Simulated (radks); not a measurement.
Dy4+, configuration [Xe] 4f8.

Calculated with a radial shooting solver on a logarithmic mesh with Libxc functionals: scalar-relativistic Kohn-Sham, PW91, spin-unpolarised, spherical densities, finite nucleus; Fermi nuclear charge, rms radius 5.2218 fm.

Energy parts (hartree):
part                       energy
total                 -12154.2937
kinetic                13110.9243
electron-nucleus      -29619.7374
Hartree                 4616.9812
exchange-correlation    -262.4618

Orbitals (lengths in bohr, moments of r in powers of bohr; r(max) is where P^2 peaks):
| orbital | occ. | eigenvalue (hartree) | <r> | r(max) | <r^2> | <1/r> |
|---|---|---|---|---|---|---|
| 1s | 2 | -1973.773 | 0.02112 | 0.01338 | 0.0006095 | 74.55 |
| 2s | 2 | -330.3743 | 0.08978 | 0.07604 | 0.009521 | 17.33 |
| 2p | 6 | -293.4044 | 0.07945 | 0.06168 | 0.007707 | 16.09 |
| 3s | 2 | -75.15133 | 0.2346 | 0.2155 | 0.06287 | 6.375 |
| 3p | 6 | -63.79928 | 0.2334 | 0.2117 | 0.06314 | 5.976 |
| 3d | 10 | -49.18526 | 0.2121 | 0.1730 | 0.05285 | 5.667 |
| 4s | 2 | -16.47761 | 0.5286 | 0.4935 | 0.3153 | 2.696 |
| 4p | 6 | -12.72761 | 0.5595 | 0.5152 | 0.3559 | 2.475 |
| 4d | 10 | -7.61534 | 0.6046 | 0.5328 | 0.4237 | 2.190 |
| 4f | 8 | -2.02601 | 0.7616 | 0.5280 | 0.7323 | 1.678 |
| 5s | 2 | -3.50170 | 1.246 | 1.132 | 1.739 | 1.066 |
| 5p | 6 | -2.55183 | 1.424 | 1.271 | 2.285 | 0.9176 |
| 5d | 0 | -1.39292 | 1.913 | 1.633 | 4.170 | 0.6676 |
| 6s | 0 | -1.21323 | 2.771 | 2.638 | 8.504 | 0.4642 |
| 6p | 0 | -0.96103 | 3.170 | 3.034 | 11.17 | 0.4066 |

The highest occupied level is 4f at -55.131 eV. Summed over all electrons, <r^2> = 31.15 bohr^2, which gives a Langevin (diamagnetic) susceptibility term of -24.7 x 10^-6 cm^3/mol. The density falls to 0.001 e/bohr^3 at r = 3.04 bohr. The electron density at the nucleus is 7.777e+05 e/bohr^3 (large components only).
